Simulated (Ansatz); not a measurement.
Molecule: fluoro(trimethyl)silane, C3H9FSi, charge 0, multiplicity 1. 
Coordinates optimised at B3LYP-D3(BJ)/def2-TZVP (Ansatz, a first-principles code):
```xyz
14

C     -0.9203     1.3841    -0.8266
Si     0.0050     0.0086     0.0273
C      1.6628    -0.2998    -0.7689
C     -1.0136    -1.5509     0.1162
F      0.2838     0.4885     1.5487
H     -1.1390     1.1182    -1.8639
H     -1.8692     1.5902    -0.3271
H     -0.3362     2.3067    -0.8340
H      2.2181    -1.0743    -0.2357
H      1.5403    -0.6284    -1.8040
H      2.2715     0.6068    -0.7757
H     -1.2358    -1.9261    -0.8860
H     -1.9634    -1.3728     0.6247
H     -0.4838    -2.3373     0.6578
```

Parts of the frozen-core correlation energy in cc-pV(T+d)Z (Ansatz, hartree). Frozen orbitals: 9; correlated occupied orbitals by spin: 16 and 16; virtual: 260 and 260. Spin-orbit coupling is left out. No relativistic terms.

```csv
term,value
reference (HF),-507.42588
MP2 opposite-spin,-0.70500
MP2 same-spin,-0.20715
CCSD correlation,-0.96193
(T),-0.03361
T1 diagnostic,0.010
largest doubles amplitude,0.014
```
